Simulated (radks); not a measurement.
Task: The table gives one normalised radial function P(r) = r R(r) of Er in [Xe] 4f11.5 5d1 6s1 6p0.5 (r in bohr). Calculated with a radial shooting solver on a logarithmic mesh with Libxc functionals: scalar-relativistic Kohn-Sham, PBE, spin-polarised, spherical densities, point nucleus; open shells are filled with parallel spins first (spin-orbit coupling, left out, can overturn this in heavy ions).

r,P
0.0007405,0.0000
0.001197,0.0000
0.001934,0.0000
0.003125,0.0000
0.005091,0.0002
0.008228,0.0007
0.0133,0.0024
0.02149,0.0082
0.03473,0.0250
0.05612,0.0645
0.0907,0.1257
0.1478,0.1436
0.2388,-0.0024
0.3859,-0.2155
0.6236,-0.1169
1.008,0.2855
1.629,0.5678
2.632,0.5472
4.288,0.3473
6.929,0.1292
11.2,0.0310
18.1,0.0043

Which n and l does it have? It may be an empty orbital.

Result: n = 5, l = 2: the number of nodes gives n - l - 1 = 2, the rise at small r (about r^(l+1), flatter next to the nucleus through relativity) gives l, and the extent must fit the shell. The curve is that of 5d down; the table hardly tells the two spins apart. 5d down (empty): eigenvalue -0.792 eV, 2 radial nodes at r = 0.238, 0.729 bohr, <r> = 2.98 bohr, 90 % of the charge inside 4.96 bohr.
